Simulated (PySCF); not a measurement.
C2H5ClOSi2, SMILES O[SiH2]C#C[SiH2]Cl. Atoms are numbered in the order given.

```xyz
11

O     -3.3469    -0.0692     1.4797
Si    -2.7957    -0.6938     0.0399
C     -0.9542    -0.6080    -0.0540
C      0.2673    -0.5276    -0.1080
Si     2.0913    -0.4208    -0.1891
Cl     2.6541     1.5483    -0.5382
H     -3.0820     0.8305     1.7056
H     -3.3243     0.0454    -1.1402
H     -3.2198    -2.1121     0.0117
H      2.6753    -0.8537     1.1039
H      2.5882    -1.2604    -1.3065
```
Charge 0, spin multiplicity 1.

The structure is a stationary point at B3LYP-D3(BJ)/def2-SVP. The structure was generated by enumeration, and PubChem lists no compound with its InChIKey, so it may never have been made. The values are those of a single conformer.

All values below come from PySCF with PBE/pcSseg-1.

GIAO shieldings, no solvent; atoms listed in one row are averaged. δ = σ(ref) − σ: ¹⁷O against H2O (σ = 334.3 ppm); ²⁹Si against TMS (σ = 335.4 ppm); ¹³C against TMS (σ = 182.0 ppm); ³⁵Cl against HCl (σ = 936.5 ppm); ¹H against TMS (σ = 31.49 ppm), references at their B3LYP-D3(BJ)/def2-TZVP geometries, non-relativistic (without spin–orbit terms, shifts of atoms bonded to Cl or Br come out too high).

```csv
nucleus,atoms,count,δ (ppm)
¹⁷O,O1,1,28.6
²⁹Si,Si5,1,-43.4
²⁹Si,Si2,1,-49.0
¹³C,C3,1,122.4
¹³C,C4,1,113.3
³⁵Cl,Cl6,1,-20.2
¹H,"H10, H11",2,5.61
¹H,H8,1,5.57
¹H,H9,1,5.24
¹H,H7,1,1.10
```
